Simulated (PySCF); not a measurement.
Ti(Me)(H)3 (CH6Ti), SMILES [CH3][TiH3], multiplicity 1.

Coordinates come from a B3LYP-D3(BJ)/def2-TZVP optimisation. A frequency run showed that this geometry is not a minimum. The multiplicity is an assumed one; no other spin state was optimised. The structure was generated by enumeration; whether it is a known compound was not checked.

Method: PySCF with PBE/def2-TZVPD.

**Question.** Estimate the frontier levels, gap, dipole moment and polarisability. (The exact figures need the calculation; the answer reports its results.)

**Answer.** 
```json
{
 "highest_occupied_level": "-6.99 eV",
 "lowest_empty_level": "-3.85 eV",
 "orbital_gap": "3.14 eV",
 "dipole_moment": "1.18 D",
 "quadrupole, principal values (traceless, Buckingham form, about the centre of nuclear charge)": "-1.09, -1.09, 2.18 D·Å",
 "mean_static_polarisability": "63.2 bohr³ (9.36 Å³)",
 "polarisability_principal_values": "58.8, 58.8, 72.0 bohr³"
}
```
